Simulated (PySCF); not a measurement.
Positional isomers: quinoline fluoro+boryl. Gas-phase values, no solvent. One relaxed conformer stands for each flexible species; it need not be the lowest. Strings in code marks are SMILES.

The four lowest singlet excitations (Tamm–Dancoff). Calculation: B3LYP-D3(BJ)/def2-TZVP // B3LYP-D3(BJ)/def2-SVP (PySCF 2.14.0). B3LYP has the VWN-RPA correlation part, as in Gaussian. Excitations are Tamm–Dancoff values on a coarser integration grid. The basis has no diffuse functions, so Rydberg states are missing or too high.

| state | energy (eV) | wavelength (nm) | oscillator strength |
|---|---|---|---|
| S1 | 3.36 | 369 | 0.060 |
| S2 | 3.82 | 325 | 0.079 |
| S3 | 3.85 | 322 | 0.001 |
| S4 | 4.94 | 251 | 0.017 |

Question: Identify which member gives these states.
(A) `Bc1cc(F)c2cccnc2c1`
(B) `Bc1ccc(F)c2ncccc12`
(C) `Bc1cc(F)nc2ccccc12`
(D) `Bc1cc(F)c2ccccc2n1`

Answer: C, `Bc1cc(F)nc2ccccc12`
